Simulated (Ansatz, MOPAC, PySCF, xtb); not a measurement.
Dimer: H2 (SMILES [H][H]) (first 2 atoms) with CH3NO (SMILES NC=O); geometry from B3LYP-D3(BJ)/def2-TZVP, rigid monomers moved along the line of their centres of mass till H1···O5 is 2.36 Å.
(charge 0, multiplicity 1):
```xyz
8

H     -0.315    -0.215     0.474
H      0.006    -0.006    -0.168
N      0.959     0.683     3.045
C     -0.116    -0.030     3.462
O     -0.907    -0.583     2.731
H      1.139     0.779     2.059
H      1.580     1.120     3.703
H     -0.202    -0.059     4.563
```

| level | interaction energy (kJ/mol) | minus MP2/CBS(aug-cc-pVDZ, aug-cc-pVTZ) + ΔCCSD(T)/aug-cc-pVDZ | cost |
|---|---|---|---|
| AM1 | -3.5 | -0.5 | - |
| GFN1-xTB | -2.8 | 0.2 | - |
| HF/6-31G* | 3.5 | 6.5 | - |
| HF/6-31G* (no counterpoise) | -0.2 | 2.8 | - |
| HF/aug-cc-pVDZ | 2.1 | 5.0 | - |
| PBE/def2-TZVPPD | -2.2 | 0.8 | ×1 |
| PBE-D3(BJ)/def2-TZVPPD | -4.3 | -1.3 | ×1 |
| BP86/6-31G* (no counterpoise) | -3.1 | -0.2 | - |
| r2SCAN/def2-TZVPPD | -1.9 | 1.1 | ×2 |
| r2SCAN-D3(BJ)/def2-TZVPPD | -2.6 | 0.3 | ×2 |
| r2SCAN-D4/def2-TZVPPD | -2.5 | 0.5 | ×2 |
| B3LYP/3-21G (no counterpoise) | -14.8 | -11.9 | - |
| B3LYP-D4/def2-TZVPPD | -2.7 | 0.2 | ×2 |
| PBE0/def2-TZVPPD | -2.2 | 0.7 | ×1 |
| PBE0-D4/def2-TZVPPD | -3.8 | -0.9 | ×1 |
| wB97X-V/def2-TZVPPD | -3.1 | -0.1 | ×4 |
| MP2/aug-cc-pVTZ | -2.4 | 0.6 | ×4 |
| CCSD/aug-cc-pVDZ | -0.8 | 2.2 | - |
| CCSD(T)/aug-cc-pVDZ | -1.3 | 1.7 | ×6 |
| MP2/CBS(aug-cc-pVDZ, aug-cc-pVTZ) + ΔCCSD(T)/aug-cc-pVDZ | -3.0 | 0.0 | ×9 |

 The comparison column counts from a level with limits of its own.

The rows run from -14.8 (B3LYP/3-21G (no counterpoise)) to 3.5 kJ/mol (HF/6-31G*). The dispersion term adds -2.1 in PBE-D3(BJ), -0.7 in r2SCAN-D3(BJ), -0.6 in r2SCAN-D4. The 4 functionals in def2-TZVPPD without D3 or D4 span 1.2, from wB97X-V to r2SCAN.

Monomers are frozen at their geometry in the pair; levels with a basis set take the counterpoise correction. Rows marked so take none.

Cores are frozen in the correlated methods. CBS(a, b) extrapolates the correlation energy as X⁻³ and adds the Hartree–Fock energy of set b. Rows in 3-21G, 6-31G* carry no dispersion term and start afresh at each structure (6-31G* with six Cartesian d functions). The state that AM1 reach isn't checked.

The values were computed with Ansatz (an electronic-structure program); MOPAC for AM1 (differences of heats of formation); PySCF for 3-21G rows, 6-31G* rows, the dispersion terms; xtb for the GFN methods. Values without a source in brackets are computed.

Costs are rough ratios of core time to PBE/def2-TZVPPD (about 3 s over the structures, on one shared machine); a dash marks a level with no comparable run of its own.
